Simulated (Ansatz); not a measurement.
System: C3H8S, charge 0, singlet. C3H8S (methylsulfanylethane, SMILES CCSC).
B3LYP-D3(BJ)/def2-TZVP minimum from Ansatz (a first-principles code):
```xyz
12

C     -1.5906     0.8997     0.6086
C     -1.0377     0.0227    -0.5062
S      0.4887    -0.8768    -0.0858
C      1.6650     0.4980     0.0221
H     -2.5260     1.3703     0.2951
H     -1.7842     0.3101     1.5052
H     -0.8942     1.6966     0.8728
H     -1.7503    -0.7618    -0.7663
H     -0.8562     0.6051    -1.4124
H      1.4328     1.1680     0.8488
H      1.6923     1.0594    -0.9126
H      2.6461     0.0582     0.1958
```
Charge 0, spin multiplicity 1.

Property: atomisation energy (electronic, to ground-state atoms), in kcal/mol. Open shells are spin-unrestricted; no spin-orbit coupling. CBS(X,Y): correlation extrapolated as X^-3, Hartree-Fock from the larger set. A bracket is a step between two methods taken in the basis named. Functionals run without relativity, which enters their misses. Double hybrids freeze cores in their MP2 part. 'core' is core correlation in cc-pwCVTZ (1s frozen past Ne), 'X2C' scalar relativity in cc-pVTZ-DK, both at CCSD(T). For partners of very few electrons the exact lower level stands in for a higher one.

CCSD(T)/CBS(cc-pV(T+d)Z,cc-pV(Q+d)Z) + [CCSDT(Q) - CCSD(T)]/cc-pV(D+d)Z + core + X2C (Ansatz) gives 1065.7 kcal/mol.

**Question.** How far off this value is PBE/def2-TZVPD (Ansatz), in which direction, and which of these levels come nearer: r2SCAN/def2-TZVPD, B3LYP/def2-TZVPD, wB97M-V/def2-TZVPD, B2PLYP/def2-TZVPD, CCSD(T)/CBS(cc-pV(T+d)Z,cc-pV(Q+d)Z) + core + X2C?

**Answer.** PBE gives 1074.4 kcal/mol, 8.7 kcal/mol above it. Differences of the others: r2SCAN/def2-TZVPD (Ansatz) -3.0; B3LYP/def2-TZVPD (Ansatz) -11.7; wB97M-V/def2-TZVPD (Ansatz) -0.7; B2PLYP/def2-TZVPD (Ansatz) -18.5; CCSD(T)/CBS(cc-pV(T+d)Z,cc-pV(Q+d)Z) + core + X2C (Ansatz) -0.5 kcal/mol. Nearer than PBE: r2SCAN/def2-TZVPD, wB97M-V/def2-TZVPD, CCSD(T)/CBS(cc-pV(T+d)Z,cc-pV(Q+d)Z) + core + X2C.
